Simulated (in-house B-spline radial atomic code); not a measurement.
Successive ionisation energies of mercury; each step leads to the configuration of the next row (after the last: bare). NIST's values go from ground level to ground level; the uncertainty of those that are theory runs from under 0.1 % in few-electron ions to several per cent in heavy many-electron ones. Computed with a B-spline radial code for spherical atoms: non-relativistic Hartree-Fock, average of the configuration, point nuclei.

This level leaves out relativity, spin-orbit splitting included, which matters for heavy ions.

| ion | configuration | ionisation energy (eV) | tabulated value (eV) | computed minus tabulated (eV) | highest orbital | largest mean radius (bohr) |
| --- | --- | --- | --- | --- | --- | --- |
| Hg65+ | [Ne] 3s2 3p3 | 7208.0 | 7350 | -142 | 3p | 0.18473 |
| Hg66+ | [Ne] 3s2 3p2 | 7342.1 | 8010 | -668 | 3p | 0.18411 |
| Hg67+ | [Ne] 3s2 3p1 | 7477.0 | 8160 | -683 | 3p | 0.1835 |
| Hg68+ | [Ne] 3s2 | 7732.2 | 8470 | -738 | 3s | 0.18289 |
| Hg69+ | [Ne] 3s1 | 7865.7 | 8620 | -754 | 3s | 0.18222 |
| Hg70+ | [He] 2s2 2p6 | 18325.0 | 18550 | -225 | 2p | 0.078215 |
| Hg71+ | [He] 2s2 2p5 | 18680.8 | 18910 | -229 | 2p | 0.077916 |
| Hg72+ | [He] 2s2 2p4 | 19039.4 | 19310 | -271 | 2p | 0.077619 |
| Hg73+ | [He] 2s2 2p3 | 19400.7 | 19680 | -279 | 2p | 0.077324 |
| Hg74+ | [He] 2s2 2p2 | 19764.9 | 22120 | -2355 | 2p | 0.077031 |
| Hg75+ | [He] 2s2 2p1 | 20131.8 | 22580 | -2448 | 2p | 0.07674 |
| Hg76+ | [He] 2s2 | 20588.0 | 23170 | -2582 | 2s | 0.076451 |
| Hg77+ | [He] 2s1 | 20909.8 | 23544.1 | -2634 | 2s | 0.076184 |
| Hg78+ | 1s2 | 85718.9 | 94124.7 | -8406 | 1s | 0.018838 |
| Hg79+ | 1s1 | 87076.4 | 95898.19 | -8822 | 1s | 0.01875 |

**Question.** Where is the largest jump?

**Answer.** From Hg77+ to Hg78+, by a factor of 4.10 (20910 to 85719 eV); the highest orbital goes from 2s to 1s.
